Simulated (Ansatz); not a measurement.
Steps of a relaxation of GaH5O3Si, SMILES `[OH][Ga]([OH])[O][SiH3]` with RKS PBE0-D4/def2-TZVP.

```sh
$ ansatz run in.yaml --threads 2 --pin off --events-out ev --progress --plain --max-ram 32768MiB --backend cuda --devices 0, --max-vram 18GiB
```

```yaml
crystal:
  periodic: [false, false, false]
  atoms:
    - {symbol: O, position_ang: [-1.817230, -0.622500, -1.192740]}
    - {symbol: Ga, position_ang: [-0.613700, 0.566970, -0.807360]}
    - {symbol: O, position_ang: [-0.601990, 2.105130, -1.622390]}
    - {symbol: O, position_ang: [0.598290, 0.230470, 0.399050]}
    - {symbol: Si, position_ang: [1.090260, -0.956200, 1.419780]}
    - {symbol: H, position_ang: [-2.452350, -0.370440, -1.864440]}
    - {symbol: H, position_ang: [0.079240, 2.733000, -1.383650]}
    - {symbol: H, position_ang: [2.221440, -0.276440, 2.053500]}
    - {symbol: H, position_ang: [0.010440, -1.276790, 2.355200]}
    - {symbol: H, position_ang: [1.485610, -2.133200, 0.643050]}
basis:
  gaussian: {orbitals: def2-TZVP}
hamiltonian: {xc: pbe0, dispersion: d4}
relax: {f_tol: 0.005, max_steps: 150}
```

Positions (Å) and forces (eV/Å) along the path, 7 of 7 steps:

```xyz
10
step=1 energy=-66467.8552 eV
O    -1.817   -0.623   -1.193   -0.650   -0.730   -0.158
Ga   -0.614    0.567   -0.807    0.319    0.116    0.202
O    -0.602    2.105   -1.622   -0.170    0.759   -0.548
O     0.598    0.230    0.399    0.135   -0.215    0.226
Si    1.090   -0.956    1.420   -0.138    1.034   -0.650
H    -2.452   -0.370   -1.864   -0.002    0.045   -0.027
H     0.079    2.733   -1.384    0.092   -0.039    0.100
H     2.221   -0.276    2.054    0.428   -0.280    0.511
H     0.010   -1.277    2.355   -0.185   -0.242    0.377
H     1.486   -2.133    0.643    0.172   -0.448   -0.034
10
step=2 energy=-66467.9664 eV
O    -1.841   -0.623   -1.213   -0.256   -0.374   -0.020
Ga   -0.627    0.583   -0.832    0.113    0.087    0.060
O    -0.626    2.134   -1.657   -0.130    0.346   -0.297
O     0.594    0.251    0.382    0.227   -0.302    0.344
Si    1.100   -0.924    1.412    0.030    0.405   -0.186
H    -2.477   -0.370   -1.884    0.014    0.065   -0.024
H     0.059    2.756   -1.411    0.070   -0.053    0.087
H     2.271   -0.366    2.141   -0.022   -0.093    0.029
H     0.041   -1.295    2.380   -0.085   -0.004    0.074
H     1.507   -2.147    0.681    0.040   -0.075   -0.067
10
step=3 energy=-66467.9796 eV
O    -1.845   -0.634   -1.210   -0.024   -0.119    0.048
Ga   -0.631    0.590   -0.833    0.050    0.041    0.005
O    -0.634    2.147   -1.671   -0.094    0.067   -0.111
O     0.599    0.256    0.385    0.071   -0.120    0.122
Si    1.104   -0.918    1.412   -0.021    0.117   -0.073
H    -2.478   -0.378   -1.884    0.016    0.060   -0.018
H     0.057    2.760   -1.415    0.048   -0.051    0.069
H     2.278   -0.398    2.163   -0.027   -0.010   -0.019
H     0.037   -1.283    2.382   -0.005    0.005   -0.016
H     1.512   -2.143    0.671   -0.013    0.011   -0.007
10
step=4 energy=-66467.9826 eV
O    -1.839   -0.642   -1.201    0.031   -0.028    0.032
Ga   -0.624    0.591   -0.837   -0.011    0.016    0.011
O    -0.640    2.151   -1.676   -0.040   -0.006   -0.039
O     0.606    0.260    0.384    0.022    0.009    0.007
Si    1.104   -0.912    1.409   -0.032   -0.028   -0.019
H    -2.472   -0.380   -1.874    0.010    0.033   -0.010
H     0.056    2.755   -1.409    0.024   -0.033    0.037
H     2.278   -0.406    2.167   -0.017    0.006   -0.015
H     0.027   -1.277    2.372    0.014    0.013   -0.013
H     1.503   -2.139    0.664   -0.003    0.018    0.007
10
step=5 energy=-66467.9843 eV
O    -1.801   -0.664   -1.165    0.003   -0.020    0.017
Ga   -0.611    0.599   -0.827    0.053    0.041    0.022
O    -0.648    2.150   -1.683   -0.011   -0.010   -0.001
O     0.641    0.307    0.386   -0.038   -0.044   -0.010
Si    1.088   -0.905    1.392    0.014    0.012    0.003
H    -2.443   -0.411   -1.831   -0.020    0.001   -0.021
H     0.050    2.749   -1.407    0.002   -0.001    0.001
H     2.263   -0.441    2.172    0.008   -0.001    0.007
H    -0.008   -1.258    2.335    0.002    0.006   -0.020
H     1.468   -2.126    0.629   -0.014    0.015    0.001
10
step=6 energy=-66467.9846 eV
O    -1.802   -0.662   -1.163   -0.012   -0.003   -0.010
Ga   -0.610    0.602   -0.828    0.011    0.008    0.005
O    -0.650    2.154   -1.682    0.001   -0.001    0.002
O     0.638    0.299    0.384    0.000    0.001   -0.001
Si    1.090   -0.906    1.393   -0.002   -0.003   -0.001
H    -2.442   -0.414   -1.835    0.004   -0.002    0.005
H     0.050    2.752   -1.409   -0.003   -0.004   -0.001
H     2.266   -0.440    2.172    0.000    0.001    0.000
H    -0.007   -1.257    2.335    0.001    0.002    0.000
H     1.468   -2.128    0.632    0.000    0.001    0.000
10
step=7 energy=-66467.9847 eV
O    -1.803   -0.661   -1.166   -0.001    0.000   -0.001
Ga   -0.610    0.601   -0.828    0.001   -0.001    0.001
O    -0.651    2.153   -1.681    0.000    0.001    0.000
O     0.638    0.298    0.384   -0.001    0.001   -0.001
Si    1.091   -0.906    1.394    0.000   -0.001    0.001
H    -2.442   -0.410   -1.837    0.000    0.000    0.000
H     0.048    2.751   -1.409    0.000    0.001    0.000
H     2.267   -0.439    2.172    0.000    0.000    0.000
H    -0.006   -1.256    2.337    0.000    0.000    0.000
H     1.468   -2.129    0.634    0.000    0.000    0.000
```

Hardware: 2 threads of an AMD EPYC 7R13 on a shared host and a share of an NVIDIA H100 80 GB. Wall time 14 s, peak host memory 0.88 GiB.
